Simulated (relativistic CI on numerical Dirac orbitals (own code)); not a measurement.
## d4 in a ligand field

Computed with a parametric ligand-field model of a d^n configuration (Racah B and C, spin-orbit zeta, crystal field), exact diagonalisation.

Field parameters in Wybourne normalisation: Oh B⁴₀ = 21Dq, B⁴₄ = √(5/14) B⁴₀. The field is a parameter set, without covalency.

B = 770 cm⁻¹, C = 3450 cm⁻¹ (C/B = 4.48), Oh, no spin-orbit coupling. Tanabe-Sugano data, E/B above the lowest term (Δ = |10Dq|; b, c mark the second and third term of a kind):

| Δ/B | 5E | 5T2 | 3T1 | 3E | 3T2 | 1T2 | 1E | 1A1 |
| --- | --- | --- | --- | --- | --- | --- | --- | --- |
| 1.0 | 0.00 | 1.00 | 21.83 | 22.10 | 22.71 | 32.78 | 32.70 | 33.84 |
| 5.0 | 0.00 | 5.00 | 19.60 | 22.51 | 24.26 | 30.89 | 31.05 | 34.54 |
| 9.0 | 0.00 | 9.00 | 16.37 | 22.70 | 24.71 | 27.96 | 28.63 | 33.73 |
| 13.0 | 0.00 | 13.00 | 12.84 | 22.80 | 24.92 | 24.69 | 25.71 | 32.34 |
| 17.0 | 0.00 | 17.00 | 9.18 | 22.87 | 25.05 | 21.25 | 22.48 | 30.56 |
| 21.0 | 0.00 | 21.00 | 5.43 | 22.91 | 25.13 | 17.70 | 19.04 | 28.47 |
| 25.0 | 0.00 | 25.00 | 1.63 | 22.95 | 25.20 | 14.07 | 15.46 | 26.11 |
| 29.0 | 2.20 | 31.20 | 0.00 | 25.17 | 27.44 | 12.59 | 14.00 | 25.72 |
| 33.0 | 6.07 | 39.07 | 0.00 | 29.06 | 31.34 | 12.73 | 14.12 | 26.79 |
| 37.0 | 9.95 | 46.95 | 0.00 | 32.96 | 35.26 | 12.85 | 14.23 | 27.71 |
| 41.0 | 13.86 | 54.86 | 0.00 | 36.87 | 39.19 | 12.96 | 14.31 | 28.50 |
| 45.0 | 17.77 | 62.77 | 0.00 | 40.80 | 43.12 | 13.06 | 14.37 | 29.18 |

The ground term changes from 5E to 3T1 between Δ/B = 25.0 and 29.0.
